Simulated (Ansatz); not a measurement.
Species: SeO, charge 0, triplet. SeO (SMILES [Se]=O, triplet).
B3LYP-D3(BJ)/def2-TZVP minimum from Ansatz (a quantum-chemistry and plane-wave program):
```
Se
O 1 1.6481
```
Charge 0, spin multiplicity 3.

Total energies in hartree (Ansatz). UHF or UKS for unpaired electrons; spin-orbit terms are left out. Correlated methods leave the cores frozen (noble-gas shells, and filled d and f shells in the p block). No relativity. The UHF reference of OSe (O=[Se], triplet) is spin-contaminated (<S^2> up to 0.07 over the pure value in the sets run). The determinant of OSe (O=[Se], triplet) is a saddle point of the SCF energy; a lower one exists, which strains HF and MP2.

```csv
species,HF/cc-pVTZ,CCSD(T)/cc-pVTZ,HF/cc-pVQZ,CCSD(T)/cc-pVQZ,CCSDT(Q)/cc-pVQZ
"1: SeO (SMILES O=[Se], triplet)",-2474.72969,-2475.12389,-2474.74047,-2475.16357,-2475.16620
2: O (triplet),-74.81176,-74.97396,-74.81729,-74.99357,-74.99396
3: Se (triplet),-2399.87209,-2399.99441,-2399.87500,-2400.00700,-2400.00778
```

Question: Work out the atomisation energy (electronic, to ground-state atoms) in kcal/mol: take Hartree-Fock from cc-pVQZ, extrapolate the CCSD(T) correlation energy as X^-3 (X = 3, 4), and add CCSDT(Q) - CCSD(T) in cc-pVQZ. 1 hartree = 627.51 kcal/mol.

Answer: 
Species 1: correlation (64·(-0.42310) - 27·(-0.39420))/37 = -0.44419; step -0.00263; E1 = -2474.74047 + (-0.44419) + (-0.00263) = -2475.18729
Species 2: correlation (64·(-0.17628) - 27·(-0.16220))/37 = -0.18655; step -0.00039; E2 = -74.81729 + (-0.18655) + (-0.00039) = -75.00423
Species 3: correlation (64·(-0.13200) - 27·(-0.12232))/37 = -0.13906; step -0.00078; E3 = -2399.87500 + (-0.13906) + (-0.00078) = -2400.01484
-1·E1 +1·E2 +1·E3 = 0.16822 hartree = 105.6 kcal/mol.
